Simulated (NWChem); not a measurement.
C2H6GeSi; SMILES C1=[CH][GeH2][SiH2]1

```xyz
10

C      1.0992     1.4075     0.0000
C      1.5428     0.1292     0.0000
Ge    -0.0978    -0.9884     0.0000
Si    -0.7890     1.3160     0.0000
H      1.7690     2.2699     0.0000
H      2.5977    -0.1496     0.0000
H     -0.2790    -1.8832     1.2551
H     -0.2790    -1.8832    -1.2551
H     -1.4659     1.8857    -1.2007
H     -1.4659     1.8857     1.2007
```
Atoms are numbered in this order, from 1.

Coordinates come from a B3LYP/6-31G* (spherical d) optimisation.

Question: Give the principal values of the shielding tensors (ppm) of C1, C2, Ge3, Si4 from KT2/pcSseg-1, GIAO (NWChem), with their diamagnetic and paramagnetic parts as GIAO splits them.

Answer: 
| atom | σ11 | σ22 | σ33 | isotropic | diamagnetic | paramagnetic |
|---|---|---|---|---|---|---|
| C1 | -59.9 | 15.0 | 136.1 | 30.4 | 257.5 | -227.1 |
| C2 | -69.2 | -1.3 | 128.6 | 19.3 | 256.2 | -236.8 |
| Ge3 | 1410.4 | 1464.3 | 1646.2 | 1507.0 | 2761.7 | -1254.7 |
| Si4 | 332.1 | 382.2 | 471.3 | 395.2 | 882.9 | -487.7 |
